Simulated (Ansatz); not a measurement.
Reaction (ligand exchange at a Zn–O bond): `C[N](C)[Zn][OH]` + H–F → `C[N](C)[Zn][F]` + H₂O

Gas-phase electronic energies from Ansatz, PBE0-D4/def2-TZVP geometries. CCSD(T)/CBS adds triple-zeta CCSD(T) − MP2 to the extrapolated MP2 energy (def2 sets, frozen cores). This one scheme is used for every species. Functionals use def2-TZVPP. B3LYP here is the variant with VWN-RPA as its local correlation; programs differ in this. HSE06 is defined as in plane-wave codes. For Zn outer-core shells are correlated without core-valence functions, which leaves a few kJ/mol of doubt a bond. Scalar relativity is left out up to krypton. One conformer a species, not always the lowest.

| level | ΔE (kJ/mol) | difference from CCSD(T)/CBS |
| --- | --- | --- |
| LDA (SPW92) | -25.0 | 8.1 |
| PBE-D4 | -31.4 | 1.7 |
| revPBE-D4 | -31.6 | 1.5 |
| BLYP-D4 | -34.2 | -1.1 |
| r2SCAN-D4 | -34.2 | -1.1 |
| BHLYP-D4 | -38.6 | -5.5 |
| ωB97X-V | -36.8 | -3.7 |
| B2PLYP | -33.6 | -0.5 |
| r2SCAN | -34.6 | -1.5 |
| B3LYP | -37.2 | -4.1 |
| HSE06 | -34.0 | -0.9 |
| CAM-B3LYP | -37.6 | -4.5 |
| CCSD/def2-SVP | -44.7 | -11.6 |
| CCSD(T)/def2-TZVPP | -29.6 | 3.5 |
| MP2/CBS(def2) | -29.0 | 4.1 |
| CCSD/CBS(def2) | -35.9 | -2.8 |
| CCSD(T)/CBS | -33.1 | 0 |

Task: What do rigid-rotor, harmonic-oscillator terms from PBE0-D4/def2-TZVP frequencies (298.15 K, 1 bar) make of the CCSD(T)/CBS value? (An estimate is asked.)

Result: Computed: ΔZPE = +2.5 kJ/mol, ΔH = -31.0 kJ/mol, ΔS = 9 J/(mol·K), ΔG = -33.8 kJ/mol. Modes under 50 cm⁻¹ make the entropy rough.

Largest T1 diagnostic among the species: 0.016.

Leaving LDA and LC-ωPBE aside and taking each functional with its dispersion term where it has one, the values spread over 7.3 kJ/mol, from BHLYP-D4 to PBE-D4. LDA lies +7.6 kJ/mol from PBE without D4. From BLYP to BHLYP (50 % exact exchange), in def2-TZVPP and without D4, ΔE moves by −3.5 kJ/mol. In def2-TZVPP, CCSD(T) changes the Hartree–Fock value by +18.2 kJ/mol (the triples alone add +2.8 kJ/mol) and MP2 by +22.3 kJ/mol.

CCSD(T)/CBS has its own doubt, a few kJ/mol and more with outer-core shells, so smaller differences from it don't rank the levels.
